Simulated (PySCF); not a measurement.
**How methods differ on the ionisation energy of Mo²⁴⁺**

Mo²⁴⁺ [Ar] (1S) → Mo²⁵⁺ [Ne] 3s2 3p5 (2P), as a difference of total energies. Computed with PySCF 2.14 in an even-tempered Gaussian basis (18 s from 2.9 bohr⁻², ratio 2.5; 12 p from 3.8 bohr⁻², ratio 2.5; 5 d from 19 bohr⁻², ratio 2.7; 4 f from 28 bohr⁻², ratio 2.7), with scalar relativity by spin-free X2C-1e. Correlated levels: outer shells: 1s2 frozen; virtual orbitals above 40 to 60 times the deepest correlated orbital energy dropped. The calculations carry no spin-orbit coupling.

```csv
method,ionisation energy (eV)
UHF,1271.0
MP2 (outer shells),1272.0
SCS-MP2 (outer shells),1271.8
CCSD (outer shells),1271.9
CCSD(T) (outer shells),1271.9
```

A first-order spin-orbit estimate (lowest level to lowest level, LS coupling) adds -7.470 eV.

Breit and QED terms and the two-electron picture change are absent.

For comparison: 1263 ± 4 eV (semi-empirical (NIST evaluation); NIST Atomic Spectra Database, ionization energies).
